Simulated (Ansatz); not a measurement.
`C[SiH](S)CO` + H₂O → `C[SiH](O)S` + CH₃OH  (formal hydrolysis of the Si–C bond)

Computed with Ansatz on PBE0-D4/def2-TZVP structures; ΔE is electronic, products minus reactants. CCSD(T)/CBS adds triple-zeta CCSD(T) − MP2 to the extrapolated MP2 energy (def2 sets, frozen cores). This one scheme is used for every species. DFT in def2-TZVPP. Each species was taken in one conformer, which may not be the lowest.

`C[SiH](S)CO`:

Cartesian coordinates in Å:
```
C 0.559 -0.711 -1.649
Si 0.289 -0.542 0.188
S 1.901 0.502 1.165
C -1.289 0.411 0.594
O -1.383 0.728 1.970
H 1.483 -1.254 -1.856
H 0.623 0.269 -2.128
H -0.270 -1.257 -2.108
H 0.295 -1.861 0.870
H 1.816 1.593 0.382
H -1.351 1.314 -0.035
H -2.163 -0.199 0.341
H -0.508 1.006 2.267
```

H₂O:

```xyz
3

O    -0.359   -0.140   -0.053
H    -0.064    0.766   -0.166
H     0.423   -0.625    0.218
```

`C[SiH](O)S`:

```xyz
10

C    -0.884    1.051   -0.136
Si    0.069   -0.527   -0.316
O    -0.331   -1.444    0.991
S     2.183   -0.217   -0.460
H    -0.706    1.706   -0.991
H    -1.954    0.839   -0.072
H    -0.587    1.580    0.772
H    -0.230   -1.228   -1.593
H     0.173   -2.249    1.124
H     2.266    0.490    0.681
```

CH₃OH:

Z-matrix (Å, degrees):
```
C
O 1 1.409
H 1 1.097 2 112.4
H 1 1.090 2 107.0 3 -118.5
H 1 1.097 2 112.4 3 123.0
H 2 0.959 1 108.5 3 -61.6
```

**Question.** Is it downhill or uphill in electronic energy at CCSD(T)/CBS, and by how much? (Best estimate.)

**Answer.** Computed: Downhill: ΔE = -26.6 kcal/mol.

**Question.** What do these levels give: ωB97X-V, ωB97M-V, r2SCAN, MP2/def2-QZVPP, SCS-MP2/def2-QZVPP, CCSD/CBS(def2)? (An estimate is asked.)

**Answer.** Computed: ωB97X-V -27.2, ωB97M-V -26.9, r2SCAN -27.6, MP2/def2-QZVPP -27.1, SCS-MP2/def2-QZVPP -28.4, CCSD/CBS(def2) -27.6 kcal/mol.

Largest T1 diagnostic among the species: 0.011.

From PBE to PBE0 (25 % exact exchange), in def2-TZVPP and without D4, ΔE moves by −1.2 kcal/mol. The D4 term adds +1.9 kcal/mol with B3LYP and +1.1 kcal/mol with PBE0; it sums over pairs of atoms, weighted by their polarisabilities, and B3LYP, whose exchange is more repulsive, gets the larger term. In def2-TZVPP, CCSD(T) changes the Hartree–Fock value by +6.6 kcal/mol (the triples alone add +1.0 kcal/mol) and MP2 by +6.4 kcal/mol.

B3LYP here is the variant with VWN-RPA as its local correlation; programs differ in this.
